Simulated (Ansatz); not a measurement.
Kohn–Sham single points on Cl4H2SSi2 (`Cl[SiH2]S[Si](Cl)(Cl)Cl`).

```yaml
crystal:
  periodic: [false, false, false]
  atoms:
    - {symbol: Cl, position_ang: [-2.324227, -0.596815, -0.922520]}
    - {symbol: Si, position_ang: [-0.375828, -1.119512, -1.250347]}
    - {symbol: S, position_ang: [0.795864, -1.092729, 0.537970]}
    - {symbol: Si, position_ang: [0.550407, 0.893410, 1.208710]}
    - {symbol: Cl, position_ang: [0.512260, 2.225673, -0.325902]}
    - {symbol: Cl, position_ang: [-1.152230, 1.125745, 2.284623]}
    - {symbol: Cl, position_ang: [2.132900, 1.296915, 2.411498]}
    - {symbol: H, position_ang: [0.177186, -0.200732, -2.263270]}
    - {symbol: H, position_ang: [-0.316342, -2.531956, -1.680761]}
basis:
  gaussian: {orbitals: def2-TZVPP}
hamiltonian: {xc: pbe, dispersion: d4}
output: {forces: true, orbitals: {seedname: orbitals}}
```

```sh
$ ansatz run in.yaml --threads 2 --pin off --events-out ev --progress --plain --max-ram 22528MiB --backend cuda --devices 0, --max-vram 18GiB
```

Shortened log:

```
Functional definition: PBE
2154 factors; their error is unknown
mean field evaluation 1: about -76688.4686 eV, gradient 2.8e1 eV
mean field evaluation 2: about -76688.2652 eV, gradient 3.2e1 eV
mean field evaluation 4: about -76690.4345 eV, gradient 2.8e0 eV
mean field evaluation 8: about -76690.4525 eV, gradient 5.4e-2 eV
mean field evaluation 16: about -76690.3874 eV, gradient 2.2e-4 eV
mean field -76690.38744865 eV, -2818.3197561262 hartree, gradient 3.9e-5 eV, S^2 0.000000; 0 other end points of the search recorded, 0 dependent functions left out
reference -76690.38749607 eV, -2818.3197578689 hartree; 57, 57 occupied and 265, 265 virtual orbitals, 2154 factors
Total energy: -76690.92169516 eV, -2818.3393893233 hartree
Atom 0 at    -2.324227    -0.596815    -0.922520 Å, force    -0.297611     0.072151     0.031583 eV/Å
Atom 1 at    -0.375828    -1.119512    -1.250347 Å, force     0.067626     0.002766    -0.031659 eV/Å
Atom 2 at     0.795864    -1.092729     0.537970 Å, force     0.172706    -0.282133     0.098291 eV/Å
Atom 3 at     0.550407     0.893410     1.208710 Å, force    -0.003782    -0.055898    -0.047954 eV/Å
Atom 4 at     0.512260     2.225673    -0.325902 Å, force    -0.004789     0.234866    -0.267850 eV/Å
Atom 5 at    -1.152230     1.125745     2.284623 Å, force    -0.299851     0.034828     0.189474 eV/Å
Atom 6 at     2.132900     1.296915     2.411498 Å, force     0.276533     0.059829     0.207732 eV/Å
Atom 7 at     0.177186    -0.200732    -2.263270 Å, force     0.069578     0.105172    -0.128428 eV/Å
Atom 8 at    -0.316342    -2.531956    -1.680761 Å, force     0.019591    -0.171581    -0.051189 eV/Å
Dipole moment:     0.077795    -0.127128    -0.201747 e Å
```

Run time 2.2 s (2 threads of an AMD EPYC 7R13 on a shared host and a share of an NVIDIA H100 80 GB); peak host memory 0.88 GiB.

The same input with `hamiltonian: {xc: {name: wB97X-V}}` and no forces (abridged; 3.3 s):

```
Functional definition: wB97X-V
mean field evaluation 16: about -76712.2278 eV, gradient 5.5e-5 eV
mean field -76712.22775622 eV, -2819.1223726255 hartree, gradient 5.5e-5 eV, S^2 0.000000
Total energy: -76712.22775404 eV, -2819.1223725455 hartree
```
